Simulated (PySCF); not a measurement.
Ionisation energy along the 27-electron series

Calculated with PySCF 2.14 and a two-component X2C-1e Hamiltonian (Gaussian nucleus, no Breit or QED terms), each ion in its own even-tempered basis scaled to its charge; GMP2 freezes [Ne] and drops the highest virtual spinors. Values in eV. NIST values: (m) measured, (s) semi-empirical, (t) theoretical.

| ion | configuration | GHF (screened spin-orbit) | GMP2 (screened spin-orbit) | NIST |
| --- | --- | --- | --- | --- |
| Ge⁵⁺ | [Ar] 3d9 | 113.78 | 115.98 | 115.9 ± 0.12 (s) |
| As⁶⁺ | [Ar] 3d9 | 147.22 | 149.28 | 147 ± 2 (t) |
| Se⁷⁺ | [Ar] 3d9 | 183.93 | 185.88 | 184 ± 2.1 (t) |

Between Z = 32 and Z = 34 the GMP2 (screened spin-orbit) value grows as Z to the power 7.78.
